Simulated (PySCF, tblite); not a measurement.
Isomers of C5H12N2. Computed with GFN2-xTB (tblite): harmonic, unscaled wavenumbers at the GFN2-xTB geometry, gas phase. Errors from tens to a few hundred cm⁻¹ against measured bands are possible. One conformer each.

Electronic energies: PBE0/pcSseg-1 single points on the GFN2-xTB geometries (PySCF, gas phase).

| SMILES | electronic energy, lowest = 0 (kcal/mol) |
| --- | --- |
| C=CN(C)NCC | 18.2 |
| CN1CCCN1C | 9.7 |
| CCNN=C(C)C | 0.0 |

Question: How do GFN2-xTB zero-point energies change the relative energies?

Answer: 
```tsv
SMILES	ZPE (kcal/mol)	of it from modes above 1550 cm⁻¹	electronic (kcal/mol)	with ZPE, lowest = 0 (kcal/mol)	lowest mode (cm⁻¹)	rings
CCNN=C(C)C	104.3	54.5	0.0	0.0	63	0
CN1CCCN1C	106.3	51.2	9.7	11.6	49	1
C=CN(C)NCC	104.2	54.6	18.2	18.1	54	0
```

The zero-point energies span 2.1 kcal/mol, from `C=CN(C)NCC` to `CN1CCCN1C`. The order is unchanged.

Question: And how do the electronic energies of GFN2-xTB itself compare?

Answer: `CCNN=C(C)C` 8.2; `CN1CCCN1C` 0.0; `C=CN(C)NCC` 25.1 kcal/mol, lowest = 0. Against the energies above, taken from the same isomer `CCNN=C(C)C`, the largest difference is 17.9 kcal/mol.
